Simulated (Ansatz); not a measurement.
Born–Oppenheimer molecular dynamics of ClGeH5O2 (9 atoms, charge 0, multiplicity 1). It starts at the highest image of a converged band. Of that band: A vibrational analysis at the climbing image gives one clearly imaginary mode, 229i cm⁻¹: a first-order saddle point. Another band between the same ends, with other settings, climbed to 0.495 eV only, so this may not be the lowest route.

Computed with Ansatz, RKS B3LYP/def2-SVP.

| Item | Value |
| --- | --- |
| ensemble | NVE (velocity Verlet) |
| time step | 0.5 fs |
| steps asked | 195 |
| starting velocities drawn for | 300 K |
| seed | 10602 |

Frames 5 fs apart, positions in Å, forces in eV/Å.

Velocities at 20 fs (Å/ps):

```
Ge 1.05 1.47 -0.11
O -0.98 -0.77 3.97
H -6.81 -6.84 -4.68
H -1.37 -19.25 -0.10
O -0.47 -1.27 1.60
H -8.67 24.52 -5.49
H 7.29 -2.72 2.27
Cl -1.11 -1.61 -1.71
H -4.08 -12.29 -12.33
```

```xyz
9
Properties=species:S:1:pos:R:3:forces:R:3 time_fs=20 energy_less_start_eV=0.148 T=138
Ge 0.051 0.148 -0.048 -0.05 0.36 0.18
O 0.035 0.020 2.019 -1.74 1.37 1.27
H -0.866 0.093 2.505 1.75 -0.51 -1.27
H 1.442 -0.047 -0.675 -0.14 0.06 0.09
O -1.114 1.306 -0.711 -0.21 0.22 -0.19
H -1.991 0.971 -0.966 0.38 -0.23 0.14
H -0.718 -1.195 -0.092 -0.08 -0.16 0.03
Cl 1.142 2.322 1.036 -0.14 -0.32 -0.01
H 0.408 1.019 2.106 0.23 -0.78 -0.24
9
Properties=species:S:1:pos:R:3:forces:R:3 time_fs=25 energy_less_start_eV=0.167 T=118
Ge 0.057 0.155 -0.048 -0.29 0.00 0.10
O 0.025 0.020 2.042 1.94 -0.92 -1.39
H -0.828 0.020 2.413 -2.18 0.07 0.96
H 1.425 -0.129 -0.669 0.08 0.21 -0.03
O -1.117 1.303 -0.704 0.39 0.58 -0.08
H -2.002 1.051 -0.979 -0.11 -0.58 0.02
H -0.693 -1.220 -0.075 -0.09 0.12 0.07
Cl 1.136 2.313 1.027 -0.10 -0.46 -0.25
H 0.425 0.936 2.054 0.35 0.98 0.60
9
Properties=species:S:1:pos:R:3:forces:R:3 time_fs=30 energy_less_start_eV=0.144 T=143
Ge 0.061 0.163 -0.048 -0.22 -0.28 0.60
O 0.023 0.014 2.055 -0.81 0.43 -0.12
H -0.929 -0.038 2.384 1.65 0.40 -0.39
H 1.423 -0.161 -0.667 0.09 0.28 -0.06
O -1.116 1.307 -0.700 -0.15 0.42 -0.27
H -1.998 1.009 -0.976 0.34 -0.37 0.14
H -0.689 -1.222 -0.045 -0.10 0.22 -0.01
Cl 1.129 2.300 1.017 -0.04 -0.47 -0.08
H 0.484 0.979 2.117 -0.75 -0.63 0.19
9
Properties=species:S:1:pos:R:3:forces:R:3 time_fs=35 energy_less_start_eV=-0.003 T=303
Ge 0.064 0.170 -0.046 0.60 0.53 0.48
O 0.022 0.011 2.062 0.39 -0.44 -0.35
H -0.895 -0.022 2.345 -0.51 0.03 0.35
H 1.436 -0.132 -0.677 -0.11 0.12 -0.02
O -1.117 1.318 -0.699 -0.26 -0.02 -0.24
H -1.942 0.876 -0.950 0.08 -0.05 -0.03
H -0.710 -1.180 -0.014 -0.17 -0.03 0.00
Cl 1.122 2.285 1.006 -0.06 -0.41 -0.18
H 0.402 0.925 2.230 0.04 0.27 -0.01
9
Properties=species:S:1:pos:R:3:forces:R:3 time_fs=40 energy_less_start_eV=0.051 T=244
Ge 0.070 0.179 -0.043 0.65 1.08 0.62
O 0.022 0.003 2.064 -0.49 0.52 0.72
H -0.906 -0.003 2.362 0.03 -0.41 -0.06
H 1.430 -0.076 -0.694 -0.02 -0.13 -0.07
O -1.121 1.328 -0.701 -0.33 -0.66 -0.20
H -1.862 0.740 -0.930 -0.18 0.40 -0.19
H -0.766 -1.139 0.015 0.01 -0.03 -0.04
Cl 1.115 2.267 0.993 -0.05 -0.31 -0.13
H 0.327 0.930 2.343 0.37 -0.46 -0.65
9
Properties=species:S:1:pos:R:3:forces:R:3 time_fs=45 energy_less_start_eV=0.036 T=260
Ge 0.077 0.191 -0.037 0.28 1.12 0.56
O 0.017 -0.002 2.075 -1.40 -0.42 0.64
H -0.931 -0.066 2.383 1.15 -0.04 -0.31
H 1.419 -0.049 -0.726 0.02 -0.26 -0.06
O -1.131 1.328 -0.707 -0.19 -0.80 -0.18
H -1.822 0.689 -0.953 -0.32 0.50 -0.23
H -0.819 -1.104 0.035 0.25 0.04 -0.08
Cl 1.107 2.246 0.980 0.01 -0.29 -0.12
H 0.344 0.901 2.334 0.20 0.16 -0.22
9
Properties=species:S:1:pos:R:3:forces:R:3 time_fs=50 energy_less_start_eV=-0.008 T=310
Ge 0.086 0.207 -0.029 -0.09 0.81 0.11
O 0.002 -0.013 2.091 2.45 0.22 -0.80
H -0.874 -0.141 2.392 -1.82 0.04 0.85
H 1.407 -0.079 -0.770 -0.11 -0.13 0.09
O -1.142 1.318 -0.715 0.08 -0.22 -0.16
H -1.857 0.744 -1.027 -0.17 0.12 -0.08
H -0.820 -1.066 0.037 0.19 -0.20 -0.04
Cl 1.099 2.223 0.966 0.04 -0.30 -0.09
H 0.408 0.900 2.267 -0.57 -0.34 0.13
9
Properties=species:S:1:pos:R:3:forces:R:3 time_fs=55 energy_less_start_eV=-0.011 T=313
Ge 0.094 0.226 -0.022 -0.60 0.30 -0.34
O 0.002 -0.028 2.102 -1.52 -0.58 0.72
H -0.931 -0.174 2.489 2.01 0.58 -0.77
H 1.377 -0.139 -0.795 0.04 0.08 0.09
O -1.154 1.304 -0.726 -0.03 0.20 -0.26
H -1.916 0.841 -1.115 0.34 -0.11 0.21
H -0.777 -1.071 0.030 0.09 -0.21 0.05
Cl 1.092 2.199 0.952 0.03 -0.26 -0.16
H 0.376 0.888 2.249 -0.37 -0.01 0.46
9
Properties=species:S:1:pos:R:3:forces:R:3 time_fs=60 energy_less_start_eV=0.006 T=295
Ge 0.100 0.245 -0.015 -0.83 -0.23 -0.72
O -0.002 -0.048 2.116 2.25 0.95 -0.27
H -0.828 -0.132 2.529 -2.47 -0.67 0.91
H 1.357 -0.180 -0.800 0.18 0.24 0.02
O -1.164 1.293 -0.740 0.51 0.59 0.07
H -1.929 0.899 -1.169 -0.03 -0.53 0.03
H -0.708 -1.118 0.034 0.08 0.16 0.13
Cl 1.085 2.173 0.936 0.00 -0.16 -0.16
H 0.274 0.887 2.325 0.32 -0.36 -0.02
9
Properties=species:S:1:pos:R:3:forces:R:3 time_fs=65 energy_less_start_eV=-0.034 T=339
Ge 0.104 0.264 -0.011 -0.35 -0.41 -0.86
O 0.002 -0.061 2.138 -2.00 -0.03 1.78
H -0.900 -0.184 2.592 1.59 -0.17 -1.11
H 1.373 -0.167 -0.799 0.02 0.30 0.01
O -1.169 1.289 -0.755 0.05 0.23 -0.13
H -1.915 0.854 -1.197 0.31 -0.25 0.23
H -0.626 -1.135 0.067 -0.13 0.18 0.11
Cl 1.077 2.145 0.920 0.05 0.05 -0.04
H 0.244 0.848 2.413 0.45 0.10 0.00
9
Properties=species:S:1:pos:R:3:forces:R:3 time_fs=70 energy_less_start_eV=-0.148 T=463
Ge 0.106 0.282 -0.009 0.20 -0.18 -0.72
O -0.007 -0.070 2.177 1.23 0.59 0.14
H -0.859 -0.314 2.525 -0.78 -0.04 0.47
H 1.395 -0.088 -0.797 -0.10 0.09 -0.08
O -1.171 1.290 -0.770 0.04 -0.16 -0.09
H -1.851 0.739 -1.185 0.02 -0.03 0.05
H -0.575 -1.113 0.124 -0.31 -0.03 0.02
Cl 1.071 2.118 0.903 0.17 0.37 0.25
H 0.307 0.814 2.505 -0.47 -0.61 -0.04
9
Properties=species:S:1:pos:R:3:forces:R:3 time_fs=75 energy_less_start_eV=-0.110 T=422
Ge 0.109 0.299 -0.010 0.31 -0.12 -0.54
O -0.008 -0.080 2.220 -0.21 -1.27 -0.29
H -0.874 -0.414 2.520 0.42 0.53 0.25
H 1.397 0.010 -0.815 -0.10 -0.25 -0.20
O -1.174 1.288 -0.787 -0.08 -0.61 -0.13
H -1.779 0.625 -1.158 -0.23 0.30 -0.10
H -0.589 -1.091 0.186 -0.12 0.10 -0.10
Cl 1.065 2.094 0.888 0.28 0.67 0.52
H 0.301 0.737 2.616 -0.25 0.65 0.59
```

Of the whole run (98 fs, mean temperature of the second half 406 K): The conserved energy stayed within 0.33 meV per atom of its start (net change 0.044 meV per atom), so the integration is sound. The kinetic energy rose, since the run started high on the potential surface and went downhill. It ends in pieces (ClGeH3O + H2O), so much of that is their flight and rotation, not heat. A run of 0.098 ps of so small a system gives no equilibrium averages. The orbitals stay closed-shell, which can raise the energy where a bond breaks towards radicals; this wasn't checked here.

The run took 8.4 min on 2 threads of Arm Neoverse V2, with other jobs on the host, peak memory 0.23 GiB.
